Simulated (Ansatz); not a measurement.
trans-NiH2(AsH3)2 (NiAs₂H₈). The state is a singlet with charge 0. Geometry PBE0-D4/def2-SVP; atoms count from 1.

```
atom    x (Å)    y (Å)    z (Å)
 Ni1   0.0220   0.0250  -0.0003
  H2  -0.4186   1.0808  -0.9890
 As3   1.2373  -1.0876  -1.4514
  H4   0.8627  -2.5313  -1.7078
  H5   2.6904  -1.3400  -1.1126
  H6   1.4591  -0.7028  -2.9033
  H7   0.4516  -1.0402   0.9842
 As8  -1.2217   1.1008   1.4545
  H9  -1.2967   0.8001   2.9405
 H10  -2.7136   1.0943   1.1989
 H11  -1.0725   2.6010   1.5862
```

Q: Estimate the Mulliken populations from the PBE0/def2-TZVP orbitals of Ansatz.

A: 
```tsv
atom	charge (e)	d electrons
Ni1	-0.38	9.00
H2	-0.15	–
As3	0.12	–
H4	0.08	–
H5	0.08	–
H6	0.07	–
H7	-0.15	–
As8	0.12	–
H9	0.07	–
H10	0.08	–
H11	0.08	–
```
Mulliken values depend strongly on the basis.

Q: And the Mayer bond orders between heavy atoms (over 0.3)?

A: Ni1–As3 0.87 (2.20 Å); Ni1–As8 0.87 (2.20 Å).
